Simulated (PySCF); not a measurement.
**Electron correlation in Sm⁵⁵⁺ (samarium, charge +55)**

Starting occupation: [He] 2s2 2p3, 2p1/2 with m_j = -1/2, +1/2, 2p3/2 with m_j = +3/2. Calculation: PySCF 2.14, in an uncontracted even-tempered set (17 s from 36 bohr⁻², ratio 2.4; 13 p from 46 bohr⁻², ratio 2.4; 5 d from 160 bohr⁻², ratio 2.6; 4 f from 230 bohr⁻², ratio 2.6); X2C-1e with screened-nucleus spin-orbit coupling, Gaussian nucleus. Frozen: nothing; 7 electrons correlated; the 32 highest virtual spinors left out.

MP2 pair energies summed by pair of shells (mhartree):

```tsv
pair	energy	share (%)
2s1/2-2s1/2	-57.35	18.6
1s1/2-1s1/2	-51.81	16.8
2p1/2-2s1/2	-50.11	16.3
2p1/2-2p1/2	-41.70	13.6
2p3/2-2s1/2	-32.03	10.4
2p1/2-2p3/2	-28.14	9.2
1s1/2-2p1/2	-20.70	6.7
1s1/2-2s1/2	-16.86	5.5
1s1/2-2p3/2	-8.88	2.9
```

Total MP2 correlation energy: -307.57 mhartree.

At this charge the one-electron X2C treatment keeps the bare 1/r₁₂, with no two-electron picture change or Breit term. That inflates the 1s pair energies well beyond their four-component values.
